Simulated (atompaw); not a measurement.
**Before and after: PAW (atompaw) potential for P (Z = 15)**

atompaw 4.2.0.5 input, output lines left out:

```
P 15
GGA-PBE scalarrelativistic loggrid 1500 logderivrange -3 5 201
3 3 0 0 0 0
3 0 1.5
3 1 3.5
0 0 0
c
c
v
c
v
1
1.50 1.20 1.05 1.05
y
-0.75
n
y
0.45
n
custom rrkj vanderbiltortho besselshape
bessel
1.50
1.50
1.50
1.50
```

Change: all radii scaled by about 1.29 (s 1.94, p 1.94 bohr); local potential bessel scheme, radius 1.36 bohr; augmentation besselshape compensation charge, radius 1.54 bohr; PAW radius 1.94 bohr; waves and projectors: custom rrkj vanderbiltortho; core correction smooth core density matched at 1.36 bohr.

Cutoffs: the cutoffs (Ry, on a coarse ladder) from which the occupation-weighted sum of valence levels, in a spherical-Bessel basis at the reference potential, stays within 10 and 1 mRy of its value at 400 Ry; they do not see the model core or the augmentation charge, which bear on the density cutoff.

Problem. What does the change do?

Solution. The potential gets harder (12 Ry and 21 Ry → 15 Ry and 21 Ry); neither file shows a bound ghost.

| quantity | base | changed |
| --- | --- | --- |
| cutoff, loose | 12 Ry | 15 Ry |
| cutoff, tight | 21 Ry | 21 Ry |
| loose cutoff by channel (10 mRy a level) | s 12 Ry, p 8 Ry | s 6 Ry, p 10 Ry |
| bound ghosts | none | none |
| lowest overlap eigenvalue by channel | s 0.47, p 0.76 | s 0.44, p 0.83 |

 The cutoffs see the waves, projectors and local potential, not the compensation charge or the core.
